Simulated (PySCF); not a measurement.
PySCF input for Al(H)(OH)2 (AlH3O2), SMILES [AlH]([OH])[OH], ADC(2)/aug-cc-pVDZ. Coordinates come from a B3LYP-D3(BJ)/def2-TZVP optimisation. One conformer was computed; it need not be the lowest.

```python
import numpy as np
from pyscf import gto, scf, dft, adc

mol = gto.M(
    atom='''
    Al    0.00000000    0.00000000   -0.45660297
    H     0.00000000    0.00000000   -2.01544833
    O     0.00000000   -1.49879700    0.33676976
    H     0.00000000   -1.65170488    1.28148540
    O     0.00000000    1.49879700    0.33676976
    H     0.00000000    1.65170488    1.28148540
    ''',
    basis='aug-cc-pVDZ',
    charge=0,
    spin=0,
    max_memory=1600,
    verbose=4,
)
mf = scf.RHF(mol)
mf.conv_tol = 1e-10
mf.max_cycle = 100
mf.kernel()
res = {}
for kind, nroots in (('ee', 6), ('ip', 6), ('ea', 2)):
    a = adc.ADC(mf).density_fit('aug-cc-pvdz-ri')
    a.method, a.method_type = 'adc(2)', kind
    e, v, p, x = a.kernel(nroots=nroots)
    res[kind] = (e * 27.211386245988, p)
for kind, (e, p) in res.items():
    print(kind, 'energies / eV', np.round(e, 3), 'strengths', np.round(p, 4))
```

Output:

```
PySCF version 2.14.0

[INPUT] verbose = 4
[INPUT] num. atoms = 6
[INPUT] num. electrons = 32
[INPUT] charge = 0
[INPUT] spin (= nelec alpha-beta = 2S) = 0
[INPUT] symmetry False subgroup None
[INPUT] Mole.unit = angstrom
[INPUT] Symbol           X                Y                Z      unit          X                Y                Z       unit  Magmom
[INPUT]  1 Al     0.000000000000   0.000000000000  -0.456602970000 AA    0.000000000000   0.000000000000  -0.862854560963 Bohr   0.0
[INPUT]  2 H      0.000000000000   0.000000000000  -2.015448330000 AA    0.000000000000   0.000000000000  -3.808645361912 Bohr   0.0
[INPUT]  3 O      0.000000000000  -1.498797000000   0.336769760000 AA    0.000000000000  -2.832315846320   0.636402613436 Bohr   0.0
[INPUT]  4 H      0.000000000000  -1.651704880000   1.281485400000 AA    0.000000000000  -3.121269861808   2.421656438629 Bohr   0.0
[INPUT]  5 O      0.000000000000   1.498797000000   0.336769760000 AA    0.000000000000   2.832315846320   0.636402613436 Bohr   0.0
[INPUT]  6 H      0.000000000000   1.651704880000   1.281485400000 AA    0.000000000000   3.121269861808   2.421656438629 Bohr   0.0

nuclear repulsion = 101.259346687362
number of shells = 39
number of NR pGTOs = 153
number of NR cGTOs = 100
basis = aug-cc-pVDZ
ecp = {}


[settings echo left out]
init E= -393.354670816003
  HOMO = -0.422933834745543  LUMO = -0.0141848415506374  gap/eV = 11.12263
cycle= 1 E= -393.41481504962  delta_E= -0.0601  |g|= 0.714  |ddm|= 2.22
  HOMO = -0.393519401283982  LUMO = 0.0229700507959985  gap/eV = 11.33326
cycle= 2 E= -393.483298709338  delta_E= -0.0685  |g|= 0.466  |ddm|= 0.97
  HOMO = -0.475655136102559  LUMO = 0.0238897054832128  gap/eV = 13.59331
cycle= 3 E= -393.523195130692  delta_E= -0.0399  |g|= 0.0405  |ddm|= 0.32
  HOMO = -0.469848155899369  LUMO = 0.0247187645223477  gap/eV = 13.45785
cycle= 4 E= -393.523909857532  delta_E= -0.000715  |g|= 0.0071  |ddm|= 0.079
  HOMO = -0.468980512801136  LUMO = 0.0244517071660688  gap/eV = 13.42697
cycle= 5 E= -393.523943421455  delta_E= -3.36e-05  |g|= 0.00165  |ddm|= 0.017
  HOMO = -0.469204174290543  LUMO = 0.0244486338478884  gap/eV = 13.43298
cycle= 6 E= -393.523945483979  delta_E= -2.06e-06  |g|= 0.000397  |ddm|= 0.00356
  HOMO = -0.469137034821526  LUMO = 0.0244396334377743  gap/eV = 13.43091
cycle= 7 E= -393.523945606277  delta_E= -1.22e-07  |g|= 8.16e-05  |ddm|= 0.000923
  HOMO = -0.469148578694706  LUMO = 0.0244407537249964  gap/eV = 13.43125
cycle= 8 E= -393.523945611903  delta_E= -5.63e-09  |g|= 1.63e-05  |ddm|= 0.000256
  HOMO = -0.469148009761606  LUMO = 0.0244409187365635  gap/eV = 13.43124
cycle= 9 E= -393.523945612112  delta_E= -2.08e-10  |g|= 3e-06  |ddm|= 5.36e-05
  HOMO = -0.469148139401812  LUMO = 0.0244408646357055  gap/eV = 13.43124
cycle= 10 E= -393.523945612118  delta_E= -6.59e-12  |g|= 8.5e-07  |ddm|= 8.99e-06
  HOMO = -0.469148138870149  LUMO = 0.0244408747409981  gap/eV = 13.43124
Extra cycle  E= -393.523945612119  delta_E= -3.98e-13  |g|= 3.49e-07  |ddm|= 1.31e-06
converged SCF energy = -393.523945612119

******** <class 'pyscf.adc.radc.RADC'> ********
******** ADC Orbital Information ********
Number of Frozen Occupied Orbitals: 0
Number of Frozen Virtual Orbitals: 0
Number of Active Occupied Orbitals: 16
Number of Active Virtual Orbitals: 84
*****************************************
******** <class 'pyscf.df.df.DF'> ********
auxbasis = aug-cc-pvdz-ri
Reference correlation energy (doubles): -0.49164156
MP2 correlation energy of reference state (a.u.) = -0.49164156

******** <class 'pyscf.adc.radc_ee.RADCEE'> ********
max_space = 12
max_cycle = 50
conv_tol = 1e-08

*************************************************************
        ADC calculation summary (singlet states only)
*************************************************************
adc(2) root 0  |  Energy (Eh) =   0.2592368594  |  Energy (eV) =   7.05419425  |  Osc. strength = 0.07776745  |  conv = True
adc(2) root 1  |  Energy (Eh) =   0.2695319612  |  Energy (eV) =   7.33433824  |  Osc. strength = 0.11725036  |  conv = True
adc(2) root 2  |  Energy (Eh) =   0.2829252544  |  Energy (eV) =   7.69878831  |  Osc. strength = 0.03212189  |  conv = False
adc(2) root 3  |  Energy (Eh) =   0.2894282175  |  Energy (eV) =   7.87574295  |  Osc. strength = 0.01623176  |  conv = True
adc(2) root 4  |  Energy (Eh) =   0.2906683251  |  Energy (eV) =   7.90948800  |  Osc. strength = 0.07574475  |  conv = False
adc(2) root 5  |  Energy (Eh) =   0.3105203376  |  Energy (eV) =   8.44968877  |  Osc. strength = 0.02590873  |  conv = True

WARN: Davidson iterations for 2 root(s) did not converge!!!


******** <class 'pyscf.adc.radc.RADC'> ********
******** ADC Orbital Information ********
Number of Frozen Occupied Orbitals: 0
Number of Frozen Virtual Orbitals: 0
Number of Active Occupied Orbitals: 16
Number of Active Virtual Orbitals: 84
*****************************************
******** <class 'pyscf.df.df.DF'> ********
auxbasis = aug-cc-pvdz-ri
Reference correlation energy (doubles): -0.49164156
MP2 correlation energy of reference state (a.u.) = -0.49164156

******** <class 'pyscf.adc.radc_ip.RADCIP'> ********
max_space = 12
max_cycle = 50
conv_tol = 1e-08

*************************************************************
        ADC calculation summary (doublet states only)
*************************************************************
adc(2) root 0  |  Energy (Eh) =   0.3927006084  |  Energy (eV) =  10.68592785  |  Spec. factor = 1.73481320  |  conv = True
adc(2) root 1  |  Energy (Eh) =   0.3935164781  |  Energy (eV) =  10.70812879  |  Spec. factor = 1.72720058  |  conv = True
adc(2) root 2  |  Energy (Eh) =   0.4143089628  |  Energy (eV) =  11.27392112  |  Spec. factor = 1.74351403  |  conv = True
adc(2) root 3  |  Energy (Eh) =   0.4432604217  |  Energy (eV) =  12.06173044  |  Spec. factor = 1.75398541  |  conv = True
adc(2) root 4  |  Energy (Eh) =   0.4530701144  |  Energy (eV) =  12.32866578  |  Spec. factor = 1.85361230  |  conv = True
adc(2) root 5  |  Energy (Eh) =   0.5879239168  |  Energy (eV) =  15.99822465  |  Spec. factor = 1.74422779  |  conv = True

******** <class 'pyscf.adc.radc.RADC'> ********
******** ADC Orbital Information ********
Number of Frozen Occupied Orbitals: 0
Number of Frozen Virtual Orbitals: 0
Number of Active Occupied Orbitals: 16
Number of Active Virtual Orbitals: 84
*****************************************
******** <class 'pyscf.df.df.DF'> ********
auxbasis = aug-cc-pvdz-ri
Reference correlation energy (doubles): -0.49164156
MP2 correlation energy of reference state (a.u.) = -0.49164156

******** <class 'pyscf.adc.radc_ea.RADCEA'> ********
max_space = 12
max_cycle = 50
conv_tol = 1e-08

*************************************************************
        ADC calculation summary (doublet states only)
*************************************************************
adc(2) root 0  |  Energy (Eh) =   0.0164463749  |  Energy (eV) =   0.44752866  |  Spec. factor = 1.97760004  |  conv = True
adc(2) root 1  |  Energy (Eh) =   0.0286799838  |  Energy (eV) =   0.78042211  |  Spec. factor = 1.98317161  |  conv = True
ee energies / eV [7.054 7.334 7.699 7.876 7.909 8.45 ] strengths [0.0778 0.1173 0.0321 0.0162 0.0757 0.0259]
ip energies / eV [10.686 10.708 11.274 12.062 12.329 15.998] strengths [1.7348 1.7272 1.7435 1.754  1.8536 1.7442]
ea energies / eV [0.448 0.78 ] strengths [1.9776 1.9832]
```

Convergence was not reached.
